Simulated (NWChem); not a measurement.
System: HTeF; SMILES F[TeH]

```xyz
3

Te    -0.0297    -0.2800     0.0000
H      1.6362    -0.4078     0.0000
F     -0.0103     1.6631     0.0000
```
Atoms are numbered in this order, from 1.

Program: NWChem. The geometry was optimised at PBE0/def2-SVP. No frequency run checked for a minimum. def2 effective core potentials on Te; no spin-orbit coupling. Ions are spin-unrestricted doublets at the neutral geometry; other ion states weren't tried.

Question: What does the run give for PBE/def2-SVP? Quantities: vertical ionisation energy, ΔSCF (eV); −ε(HOMO) (eV).

Answer: The vertical ionisation energy, ΔSCF (eV) is 8.89 and the −ε(HOMO) (eV) is 5.29.
